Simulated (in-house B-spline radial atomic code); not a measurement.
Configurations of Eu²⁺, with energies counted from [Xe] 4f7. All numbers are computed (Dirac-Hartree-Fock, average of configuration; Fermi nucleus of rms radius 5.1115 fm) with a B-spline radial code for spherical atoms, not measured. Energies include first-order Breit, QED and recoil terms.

Occupations are held fixed; configurations that lie above the ionisation limit could autoionise.

```
            configuration  E - E(ref) (eV)  highest orbital  its <r> (bohr)
[Kr] 4d10 4f7 5s2 5p5 5d1            23.75            5d5/2           2.513
    [Kr] 4d10 4f8 5s2 5p5           25.392            4f7/2          0.9733
[Kr] 4d10 4f7 5s2 5p5 7s1           32.809            7s1/2           6.774
[Kr] 4d10 4f7 5s2 5p5 8s1           36.366            8s1/2           10.97
[Kr] 4d10 4f7 5s2 5p5 5g1            37.09            5g7/2           9.153
[Kr] 4d10 4f7 5s2 5p5 9s1           38.185            9s1/2           16.15
 [Kr] 4d9 4f7 5s2 5p6 6p1           146.32            6p3/2           4.277
 [Kr] 4d9 4f7 5s2 5p6 5g1           155.51            5g7/2           9.154
 [Kr] 4d9 4f7 5s2 5p6 9s1           156.58            9s1/2           16.06
```

Problem. Order these further configurations by energy, lowest first.
A. [Kr] 4d9 4f7 5s2 5p6 8g1
B. [Xe] 4f6 6g1
C. [Kr] 4d9 4f7 5s2 5p6 8s1
D. [Kr] 4d9 4f7 5s2 5p6 7s1
E. [Kr] 4d10 4f7 5s2 5p5 7g1

Solution. B (16.648 eV), E (39.489 eV), D (151.14 eV), C (154.75 eV), A (158.5 eV).

Problem. How far above the reference does [Xe] 4f6 8p1 lie?

Solution. 15.173 eV; its least bound orbital is 8p3/2 with <r> = 12.42 bohr.

Problem. How far above the reference does [Kr] 4d9 4f7 5s2 5p6 6g1 lie?

Solution. 157.01 eV; its least bound orbital is 6g7/2 with <r> = 14.64 bohr.

Problem. How far above the reference does [Kr] 4d10 4f7 5s2 5p5 9g1 lie?

Solution. 40.477 eV; its least bound orbital is 9g7/2 with <r> = 37.12 bohr.
